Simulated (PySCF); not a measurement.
**Molecular orbitals of PbN**

PBEsol at R = 2.095 Å; basis Pb aug-cc-pVDZ-PP with ECP60, N aug-cc-pVDZ; scalar-relativistic core potentials; PySCF 2.14. State: ²Π (doublet), unpaired electrons π ↑. Only the outer orbitals are listed, counted within each symmetry, core potentials removing the inner ones.

```csv
spin,orbital,occ.,ε (eV),on Pb (%),main shells (%)
α,5σ,1,-17.44,18,"80 N s, 9 Pb s, 9 Pb d"
α,6σ,1,-11.78,83,"81 Pb s, 13 N s"
α,3π,1,-6.63,15,"84 N p, 14 Pb p"
α,7σ,1,-5.76,35,"61 N p, 29 Pb p"
α,3π,1,-5.75,21,"79 N p, 20 Pb p"
α,4π,0,-3.33,88,"87 Pb p, 12 N p"
α,4π,0,-2.85,83,"82 Pb p, 17 N p"
α,8σ,0,-0.64,96,"88 Pb p, 12 N p"
β,5σ,1,-16.25,22,"75 N s, 16 Pb s"
β,6σ,1,-11.52,78,"75 Pb s, 20 N s"
β,7σ,1,-5.28,37,"57 N p, 33 Pb p"
β,3π,1,-5.10,42,"57 N p, 41 Pb p"
β,3π,0,-4.84,52,"51 Pb p, 48 N p"
β,4π,0,-2.69,63,"60 Pb p, 37 N p"
β,4π,0,-2.46,54,"50 Pb p, 47 N p"
```

Question: Which are the highest filled and the lowest empty level, where do they sit, and how wide is the gap?

Answer: Highest filled β 3π at -5.10 eV (in %: 57 N p, 41 Pb p); lowest empty β 3π at -4.84 eV (in %: 51 Pb p, 48 N p); the gap at PBEsol is 0.26 eV. Both belong to one degenerate shell, split only by its one-sided filling, so this is no excitation gap.

```
bond order (Mayer)                              : 1.75
⟨S²⟩                                            : 0.807
charge on Pb (Mulliken, basis-dependent)        : 0.68
charge on Pb (Löwdin, basis-dependent)          : 0.74
dipole moment (positive dipole means Pb(−)N(+)) : -3.79 D
```

Spin–orbit coupling is left out, which matters for elements this heavy, above all for dissociation energies. The state was picked by a PBE0 search and need not be the measured ground state.
